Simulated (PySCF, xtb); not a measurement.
SiHI3, SMILES I[SiH](I)I.

Harmonic wavenumbers (cm⁻¹) from xtb with GFN2-xTB at its own minimum, in rising order: 67, 67, 108, 299, 452, 452, 653, 653, 2411.

### Question
What does PBE0-D3(BJ)/def2-SVP in PySCF give at its own minimum? (An estimate is asked for; the answer gives what the named calculation found.)

### Answer
74, 74, 119, 290, 409, 409, 726, 726, 2271. Paired by order, the mean absolute difference is 46 cm⁻¹ and the zero-point energies are 7.4 and 7.3 kcal/mol.
